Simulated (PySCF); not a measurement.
Radial density of Dy⁴¹⁺ (dysprosium, charge +41)

M06-2X, [Ar] 3d7, high-spin 4F determinant. All numbers are calculated (PySCF 2.14, the spin-free X2C one-electron Hamiltonian (Gaussian nucleus), in an uncontracted even-tempered set (18 s from 7.7 bohr⁻², ratio 2.5; 13 p from 10 bohr⁻², ratio 2.5; 8 d from 10 bohr⁻², ratio 2.5; 4 f from 41 bohr⁻², ratio 2.7; 3 g from 62 bohr⁻², ratio 2.7)).

| r (bohr) | 4πr²ρ (e/bohr) | 4πr²(ρα − ρβ) |
| --- | --- | --- |
| 0.0206 | 82.20 | 0.0149 |
| 0.0347 | 81.33 | 0.2191 |
| 0.0584 | 112.4 | 1.8610 |
| 0.0982 | 85.23 | 8.7503 |
| 0.165 | 79.92 | 16.2886 |
| 0.278 | 45.70 | 7.0563 |
| 0.467 | 1.798 | 0.2723 |
| 0.786 | 0.002638 | 0.0005 |

Densities and radii are taken from the X2C orbitals without a picture-change correction, which distorts them close to the nucleus.

Spin-orbit coupling is strong in this species (close to jj coupling), so the high-spin LS determinant is a model state, not a physical level.
